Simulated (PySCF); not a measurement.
## Electronic absorption of (KH)2 ring

(KH)2 ring, K2H2.
Cartesian coordinates in Å at the PBE0-D3(BJ)/def2-SVP level; atoms count from 1:
```xyz
4
K2H2 angstrom
K      1.099    0.963    1.022
H      0.088    1.219   -1.236
K     -1.099   -0.963   -1.022
H     -0.088   -1.219    1.236
```

Computed, not measured: TDDFT CAM-B3LYP/def2-SVPD, vertical, gas phase, core orbitals frozen in the response (PySCF 2.14.0, density-fitted response routines).

| state | E (eV) | λ (nm) | f | main configurations (H = HOMO, L = LUMO) |
| --- | --- | --- | --- | --- |
| S1 | 3.14 | 395.2 | 0.0000 | H→L (91%) |
| S2 | 3.70 | 335.0 | 0.0003 | H→L+1 (96%) |
| S3 | 3.70 | 334.8 | 0.0000 | H→L+2 (93%) |
| S4 | 3.88 | 319.3 | 0.334 | H-1→L (88%) |
| S5 | 4.32 | 286.9 | 0.0000 | H-1→L+1 (95%) |
| S6 | 4.48 | 276.9 | 0.266 | H-1→L+2 (93%) |
| S7 | 4.48 | 276.6 | 0.010 | H→L+3 (91%) |
| S8 | 4.59 | 270.0 | 0.040 | H→L+4 (88%) |
| S9 | 4.63 | 268.0 | 0.105 | H→L+7 (87%), H-1→L+5 (11%) |
| S10 | 4.63 | 267.7 | 0.0000 | H→L+5 (93%) |

Triplets (Tamm–Dancoff): T1 3.08 eV, H→L (87%); T2 3.14 eV, H→L+1 (77%), H→L+8 (15%); T3 3.58 eV, H→L+2 (86%), H→L+10 (10%); T4 3.66 eV, H-1→L+1 (56%), H→L+5 (24%), H-1→L+8 (11%).

The lowest singlet comes at 395 nm (303 kJ/mol) in the visible; it is dark (f under 0.0005); its leading configuration is HOMO→LUMO (91%). The strongest level in the table is S4 at 3.88 eV (319 nm, f = 0.334). S2/S3, S6/S7 and S9/S10 lie within about 0.01 eV of each other in each set. Löwdin shares by element: HOMO hydrogen 61%, potassium 39%; LUMO potassium 99%. Orbital energies (eV): HOMO-3 -21.23, HOMO-2 -21.23, HOMO-1 -6.18, HOMO -5.55, LUMO -0.22, LUMO+1 -0.05, LUMO+2 0.41. The oscillator strengths of these states sum to 0.755; summed over the whole spectrum of an exact calculation they would give the number of electrons, 40 (Thomas–Reiche–Kuhn). The listed states span 1.49 eV, and the widest gap between neighbours is 0.56 eV (S1 to S2). S1 lies in the visible range (380 to 750 nm), at 395 nm, dark in the vertical dipole picture (f under 0.0005); light of that wavelength is violet, and its complementary colour is yellow-green; a Tamm–Dancoff triplet lies at 402 nm, without intensity as long as spin–orbit coupling is left out. The vertical ionisation energy (ΔSCF) is 6.32 eV, 1.69 eV above S10. Singlets were solved by full linear response, triplets in the Tamm–Dancoff approximation.
